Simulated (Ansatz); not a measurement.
Species: C4H8, charge 0, singlet. C4H8 (SMILES C/C=C/C).
B3LYP-D3(BJ)/def2-TZVP minimum from Ansatz (an electronic-structure program):
```xyz
12

C     -1.9511     0.1325    -0.0440
C     -0.5069     0.2933     0.3131
C      0.5069    -0.2933    -0.3131
C      1.9511    -0.1325     0.0440
H     -2.0781    -0.5365    -0.8965
H     -2.4059     1.0950    -0.2963
H     -2.5235    -0.2738     0.7952
H     -0.2899     0.9466     1.1559
H      0.2899    -0.9466    -1.1559
H      2.0781     0.5365     0.8965
H      2.5235     0.2738    -0.7952
H      2.4059    -1.0950     0.2963
```
Charge 0, spin multiplicity 1.

Total energies in cc-pVDZ, 24 correlated electrons, 4 frozen orbitals. UHF or UKS for unpaired electrons; spin-orbit terms are left out. Cores are frozen in correlated methods. No relativity.

```tsv
method	program	energy (Eh)	minus CCSDT(Q) (mEh)
HF	Ansatz	-156.12372	636.44
MP2	Ansatz	-156.68387	76.29
CCSD	Ansatz	-156.73843	21.74
CCSD(T)	Ansatz	-156.75798	2.19
CCSDT(Q)	Ansatz	-156.76017	0.00
```

Rough core times of Ansatz's runs on a shared machine: CCSD(T) under 20 s, CCSDT(Q) 6 min.
